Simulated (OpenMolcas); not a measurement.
**d8 ions of charge +3 down a group on the Ca site of CaF2**

```yaml
Program: OpenMolcas
Method: CASSCF
Spin-orbit_coupling: RASSI with atomic mean-field integrals over the reference wave functions
```

The d shell is active. Each dopant is a cluster with its nearest anions in model potentials and point charges, with no relaxation and no local charge compensation. Distances were set from a Shannon-type radius of the metal (high-spin where two are listed) plus a fixed donor radius (F 1.31 Å), in hosts weighted 0.65 to 0.35 with the host's distance in the model lattice. Ligand basis ANO-RCC-VDZP, DKH2 Hamiltonian. States (labels of O, the rotations of Oh). Energies in cm-1 above the lowest state or level, χT in cm3 K/mol; under a threefold ground state the first gap can be a small split of the lowest multiplet, not the spin-orbit step; 10Dq and B are least-squares fits to the states below 45000 cm-1, weighted by degeneracy, with a free offset, and given where the rms deviation is under 5 % of |10Dq| (or 100 cm-1) and under 700 cm-1; 10Dq is negative for this site. Spin-only χT is S(S+1) / 2 for the spin of the ground state.

```json
{"Ion": "Ag3+", "Shell": "4d8", "R (Å)": "2.251", "Metal basis": "ANO-RCC-VTZP", "Ground state": "3T1", "First state of that spin": "3T2 8632", "10Dq": "", "B (rms of fit)": "", "First gap with spin-orbit (degeneracies)": "937.6 (1, 3)", "χT at 300 K": "1.193", "First state of another spin": "1E 10607", "Spin-only χT": "1.000"}
{"Ion": "Au3+", "Shell": "5d8", "R (Å)": "2.316", "Metal basis": "ANO-RCC-VTZP", "Ground state": "3T1", "First state of that spin": "3T2 9403", "10Dq": "-10975", "B (rms of fit)": "762 (390)", "First gap with spin-orbit (degeneracies)": "2002 (1, 3)", "χT at 300 K": "0.630", "First state of another spin": "1E 10531", "Spin-only χT": "1.000"}
```

Every ion keeps the highest spin of its shell. χT departs most from the spin-only value for Au3+, by -0.370 cm3 K/mol.

Without dynamic correlation the repulsion within the d shell is too large (B by tens of per cent), so at a given field states of lower spin stand too high. Real 4d8 and 5d8 ions are as a rule square planar and diamagnetic. With metal d orbitals alone the field can be off either way by tens of per cent. Ligand-to-metal charge-transfer states are missing. With no ligand orbital active B as a rule stays too high, so bands that hang on it stand too high and its fall with covalency is understated. An orbital triplet at a regular site is open to Jahn-Teller coupling, which can distort the site and quench the lowest spin-orbit gaps and is left out (holds for Ag3+). The least metal-like active orbital is 80 % on the metal (Löwdin) and no ligand orbital is active, so the numbers are rough (holds for Ag3+). The least metal-like active orbital is 83 % on the metal (Löwdin) and no ligand orbital is active, so the numbers are rough (holds for Au3+). No measured value stands beside these numbers; the geometry was set by hand and not optimised.
